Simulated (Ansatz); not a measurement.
Consider the formal exchange of groups at a C–C bond: `CC=C([SiH3])[SiH3]` + SiH₄ → `[SiH3]C=C([SiH3])[SiH3]` + CH₄.

Gas-phase electronic energies from Ansatz, PBE0-D4/def2-TZVP geometries. CBS: MP2 limit from def2 TZ/QZ plus the TZ coupled-cluster correction, frozen cores. This one scheme is used for every species. Functionals use def2-TZVPP.

```tsv
species	PBE-D4 energy (Eh)
`CC=C([SiH3])[SiH3]`	-698.88583
SiH₄	-291.72329
`[SiH3]C=C([SiH3])[SiH3]`	-950.15295
CH₄	-40.46517
```

(1) Work out ΔE.

Largest T1 diagnostic among the species: 0.013.

Answers

(1) ΔE = (-950.15295) + (-40.46517) − (-698.88583) − (-291.72329) = -0.00900 Eh = -5.6 kcal/mol. CCSD(T)/CBS gives -5.8 kcal/mol.

The D4 term adds −1.1 kcal/mol with B3LYP and −0.6 kcal/mol with PBE0; it sums over pairs of atoms, weighted by their polarisabilities, and B3LYP, whose exchange is more repulsive, gets the larger term. In def2-TZVPP, CCSD(T) changes the Hartree–Fock value by −2.0 kcal/mol (the triples alone add −0.4 kcal/mol) and MP2 by −2.2 kcal/mol.

B3LYP here is the variant with VWN-RPA as its local correlation; programs differ in this.
